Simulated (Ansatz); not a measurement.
`[CH3][AlH][B](C)F`, relaxed with RKS PBE-D4/def2-SVP in the Gaussian-basis code of Ansatz from a rough embedded geometry. The force threshold is 0.03 eV/Å; the program also tests the step.

Total charge 0; spin multiplicity 1.

Start:

```xyz
12

C    -0.469    1.643   -1.166
Al   -0.503   -0.324   -1.231
B     0.176   -1.361    0.402
C     0.734   -0.684    1.709
F     0.227   -2.828    0.372
H     0.484    2.031   -1.008
H    -1.164    1.966   -0.320
H    -0.931    2.018   -2.101
H    -1.024   -1.119   -2.572
H     1.040   -1.358    2.430
H    -0.128   -0.004    2.080
H     1.556    0.018    1.404
```

```csv
step,energy (eV),largest force (eV/Å),largest move (Å)
1,-12161.8283,3.551,0.000
2,-12162.3056,1.879,0.115
3,-12162.3669,0.868,0.064
4,-12162.4149,0.131,0.088
5,-12162.4171,0.067,0.018
6,-12162.4177,0.022,0.040
```

End:

```xyz
12

C    -0.566    1.659   -1.263
Al   -0.527   -0.316   -1.293
B     0.223   -1.413    0.449
C     0.771   -0.736    1.758
F     0.207   -2.760    0.398
H     0.415    2.079   -0.947
H    -1.301    2.016   -0.505
H    -0.843    2.124   -2.231
H    -1.084   -1.087   -2.594
H     1.097   -1.448    2.544
H    -0.009   -0.061    2.177
H     1.617   -0.058    1.506
```

It took 7 s on 4 threads of an Arm Neoverse V2 on a shared host, with 0.16 GiB of host memory at the peak.
